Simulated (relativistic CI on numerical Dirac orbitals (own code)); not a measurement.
**Level scheme of Lu8+**

Calculated at this level of theory: Dirac-Coulomb-Breit CI, separate exchange-only KLI orbitals for each configuration, a model potential for QED, unscaled Slater integrals (own radial code, finite nucleus).

Configurations in the expansion (outside the closed core [Kr] 4d10): 4f13 5s2 5p2, 4f11 5s2 5p4, 4f12 5s2 5p3, 4f14 5s2 5p, 4f13 5s 5p3, 4f13 5s2 5p 5d, 4f13 5p4, 4f12 5s 5p4, 4f14 5s2 5d, 4f13 5s2 5d2, 4f14 5s 5p2, 4f13 5s 5p2 5d, 4f14 5s2 6s, 4f12 5s2 5p2 6s, 4f14 5s2 6p, 4f13 5s2 5p 6s. Levels of other configurations are missing.

| No. | Configuration | Term | J | E (cm⁻¹) | % | Next component (%) | Lifetime (s) |
| --- | --- | --- | --- | --- | --- | --- | --- |
| 1 | 4f11 5s2 5p4 | 6K° | 19/2 | 0.0 | 79 | 21 4L° |  |
| 2 | 4f11 5s2 5p4 | 6I° | 17/2 | 6297.6 | 40 | 30 4K° | 2.78e-01 |
| 3 | 4f11 5s2 5p4 | 4I° | 15/2 | 9836.9 | 38 | 28 6I° | 1.26e+00 |
| 4 | 4f11 5s2 5p4 | 4H° | 13/2 | 12534.7 | 46 | 22 6H° | 4.72e+00 |
| 5 | 4f11 5s2 5p4 | 4H° | 11/2 | 14628.4 | 37 | 23 2H° | 8.32e+00 |
| 6 | 4f11 5s2 5p4 | 4K° | 17/2 | 17561.9 | 38 | 38 6K° | 6.69e-03 |
| 7 | 4f11 5s2 5p4 | 6I° | 13/2 | 18061.1 | 31 | 22 4I° | 4.46e-02 |
| 8 | 4f11 5s2 5p4 | 6K° | 15/2 | 19197.1 | 32 | 28 4I° | 1.41e-02 |
| 9 | 4f11 5s2 5p4 | 6H° | 11/2 | 19971.9 | 33 | 23 6I° | 8.80e-02 |
| 10 | 4f11 5s2 5p4 | 4H° | 9/2 | 21864.5 | 34 | 33 6H° | 5.77e-02 |
| 11 | 4f11 5s2 5p4 | 4H° | 9/2 | 23593.9 | 25 | 22 6H° | 2.93e-01 |
| 12 | 4f11 5s2 5p4 | 4H° | 7/2 | 24326.2 | 34 | 26 2G° | 4.45e+00 |
| 13 | 4f11 5s2 5p4 | 6H° | 7/2 | 25463.8 | 60 | 21 4G° | 3.95e-01 |
| 14 | 4f11 5s2 5p4 | 6G° | 13/2 | 25489.8 | 40 | 34 4H° | 4.05e-01 |
| 15 | 4f11 5s2 5p4 | 4I° | 15/2 | 25859.2 | 37 | 22 6H° | 7.86e-02 |
| 16 | 4f11 5s2 5p4 | 4I° | 11/2 | 26442.8 | 27 | 23 2H° | 3.06e-02 |
| 17 | 4f11 5s2 5p4 | 6H° | 5/2 | 27435.0 | 63 | 28 4G° | 1.65e+00 |
| 18 | 4f11 5s2 5p4 | 6F° | 11/2 | 28997.8 | 33 | 27 4G° | 6.09e-02 |
| 19 | 4f11 5s2 5p4 | 4I° | 15/2 | 29679.0 | 30 | 19 6H° | 2.72e-02 |
| 20 | 4f11 5s2 5p4 | 4F° | 9/2 | 29846.7 | 28 | 15 2H° | 1.00e-01 |
| 21 | 4f11 5s2 5p4 | 2I° | 13/2 | 30484.0 | 21 | 21 4I° | 2.01e-02 |
| 22 | 4f11 5s2 5p4 | 4D° | 7/2 | 32222.6 | 25 | 21 6P° | 5.72e-02 |
| 23 | 4f11 5s2 5p4 | 4I° | 9/2 | 33268.9 | 31 | 19 2H° | 6.84e-02 |
| 24 | 4f11 5s2 5p4 | 4P° | 5/2 | 34044.1 | 28 | 23 4D° | 4.00e-01 |
| 25 | 4f11 5s2 5p4 | 2I° | 13/2 | 34972.2 | 19 | 16 6G° | 1.49e-02 |
| 26 | 4f11 5s2 5p4 | 6P° | 7/2 | 35614.8 | 41 | 23 4D° | 1.05e-01 |
| 27 | 4f11 5s2 5p4 | 6F° | 9/2 | 36868.8 | 34 | 19 6G° | 3.27e-02 |
| 28 | 4f11 5s2 5p4 | 4G° | 11/2 | 37571.6 | 24 | 19 6G° | 1.11e-02 |
| 29 | 4f11 5s2 5p4 | 6F° | 7/2 | 37822.1 | 30 | 13 4F° | 3.34e-02 |
| 30 | 4f11 5s2 5p4 | 4H° | 13/2 | 37962.7 | 22 | 20 4I° | 9.24e-03 |
| 31 | 4f11 5s2 5p4 | 2P° | 1/2 | 38301.2 | 32 | 20 4D° |  |
| 32 | 4f11 5s2 5p4 | 4F° | 5/2 | 39371.4 | 21 | 16 6D° | 3.52e-02 |
| 33 | 4f11 5s2 5p4 | 4I° | 15/2 | 39411.6 | 45 | 24 4K° | 4.55e-03 |
| 34 | 4f11 5s2 5p4 | 4D° | 3/2 | 39434.8 | 31 | 20 6F° | 2.52e-01 |
| 35 | 4f11 5s2 5p4 | 4G° | 7/2 | 39668.0 | 24 | 17 2G° | 2.50e-02 |
| 36 | 4f11 5s2 5p4 | 2I° | 11/2 | 39800.4 | 24 | 23 4K° | 3.12e-02 |
| 37 | 4f11 5s2 5p4 | 4F° | 9/2 | 40167.1 | 32 | 17 4G° | 1.77e-02 |
| 38 | 4f11 5s2 5p4 | 4I° | 13/2 | 40676.5 | 33 | 20 6H° | 7.69e-03 |
| 39 | 4f11 5s2 5p4 | 6D° | 5/2 | 41050.4 | 22 | 22 4D° | 1.62e-01 |
| 40 | 4f11 5s2 5p4 | 6D° | 3/2 | 43521.7 | 29 | 28 4F° | 2.01e-01 |
| 41 | 4f11 5s2 5p4 | 6G° | 11/2 | 43667.6 | 28 | 16 4G° | 1.39e-02 |
| 42 | 4f11 5s2 5p4 | 4F° | 7/2 | 45728.2 | 20 | 18 4G° | 1.21e-02 |
| 43 | 4f11 5s2 5p4 | 4F° | 5/2 | 45861.9 | 27 | 22 2F° | 1.63e-02 |
| 44 | 4f12 5s2 5p3 | 6H° | 15/2 | 46220.8 | 40 | 38 4I° | 2.92e-02 |
| 45 | 4f11 5s2 5p4 | 4H° | 11/2 | 46356.1 | 30 | 27 4G° | 7.61e-03 |
| 46 | 4f11 5s2 5p4 | 4H° | 13/2 | 46403.1 | 31 | 17 4I° | 7.95e-03 |
| 47 | 4f11 5s2 5p4 | 6D° | 1/2 | 46626.0 | 38 | 22 4D° | 7.60e-02 |
| 48 | 4f11 5s2 5p4 | 4L° | 19/2 | 46647.4 | 73 | 21 2M° | 6.01e-03 |
| 49 | 4f11 5s2 5p4 | 2G° | 9/2 | 47082.0 | 22 | 15 4F° | 1.60e-02 |
| 50 | 4f11 5s2 5p4 | 4G° | 5/2 | 47324.8 | 21 | 18 2D° | 4.36e-02 |
| 51 | 4f11 5s2 5p4 | 6H° | 15/2 | 47671.8 | 32 | 28 4I° | 6.41e-03 |
| 52 | 4f11 5s2 5p4 | 2P° | 3/2 | 47795.1 | 29 | 28 4P° | 4.29e-02 |
| 53 | 4f11 5s2 5p4 | 4D° | 7/2 | 48202.4 | 21 | 16 2F° | 1.12e-02 |
| 54 | 4f11 5s2 5p4 | 4I° | 11/2 | 48207.3 | 29 | 16 4H° | 2.05e-02 |
| 55 | 4f11 5s2 5p4 | 4G° | 9/2 | 48839.8 | 25 | 18 4F° | 1.85e-02 |
| 56 | 4f11 5s2 5p4 | 2G° | 9/2 | 49030.3 | 22 | 17 4G° | 9.25e-03 |
| 57 | 4f11 5s2 5p4 | 2I° | 11/2 | 49222.5 | 25 | 22 4I° | 1.63e-02 |
| 58 | 4f11 5s2 5p4 | 4F° | 7/2 | 49304.0 | 20 | 16 2G° | 2.31e-02 |
| 59 | 4f11 5s2 5p4 | 4D° | 1/2 | 49466.9 | 33 | 24 2P° | 2.74e-02 |
| 60 | 4f11 5s2 5p4 | 2L° | 17/2 | 49993.7 | 36 | 33 4K° | 1.04e-02 |
| 61 | 4f11 5s2 5p4 | 4F° | 3/2 | 50095.5 | 25 | 23 4D° | 6.53e-02 |
| 62 | 4f11 5s2 5p4 | 6F° | 5/2 | 50867.5 | 21 | 17 4F° | 3.19e-02 |
| 63 | 4f11 5s2 5p4 | 4F° | 7/2 | 50999.8 | 21 | 18 6F° | 2.06e-02 |
| 64 | 4f11 5s2 5p4 | 4G° | 9/2 | 51443.9 | 23 | 19 2G° | 1.58e-02 |
| 65 | 4f11 5s2 5p4 | 4H° | 13/2 | 52029.5 | 29 | 25 2I° | 7.38e-03 |
| 66 | 4f11 5s2 5p4 | 4I° | 13/2 | 52543.1 | 27 | 22 2I° | 4.79e-03 |
| 67 | 4f11 5s2 5p4 | 6F° | 5/2 | 52667.1 | 21 | 17 4F° | 1.66e-02 |
| 68 | 4f11 5s2 5p4 | 4F° | 3/2 | 52812.9 | 41 | 25 2D° | 4.08e-02 |
| 69 | 4f11 5s2 5p4 | 4G° | 11/2 | 52971.9 | 25 | 16 2H° | 7.69e-03 |
| 70 | 4f11 5s2 5p4 | 4I° | 9/2 | 53181.7 | 16 | 9 2G° | 2.11e-02 |

Energies count from the lowest computed level; ° marks odd parity; lifetimes are radiative, by E1, M1, E2 decay to levels of this space only; some are left blank where a channel outside the calculation adds to the decay or the decay crosses a small, uncertain gap.

The mean weight of the leading LS term, summed over parents, in these 70 levels is 31 %, and that of the leading jj configuration (from the same eigenvectors) 54 %, so jj coupling describes them better and the LS labels are nominal.

At this charge configurations can still be misplaced by up to about 7 % of their energy. Terms inside the open d or f shell come out 10 to 20 % too wide with unscaled integrals. Levels and lines within the n = 5 or 6 shells can be off by up to 10 % or somewhat more, and those that change n by about 2 %, since core polarisation is missing. Levels that differ in their count of f electrons can be misplaced by several ten thousand cm⁻¹, since the correlation energy of f electrons is missing or only estimated; rates across such gaps can be off by orders of magnitude. The computed lowest level isn't the tabulated ground level, which NIST ASD gives as 4f13 5p2 4F°7/2.

LS names give the leading component of a level, which can be under half, so a name can repeat, a term be missing and a line seem to break the LS rules.
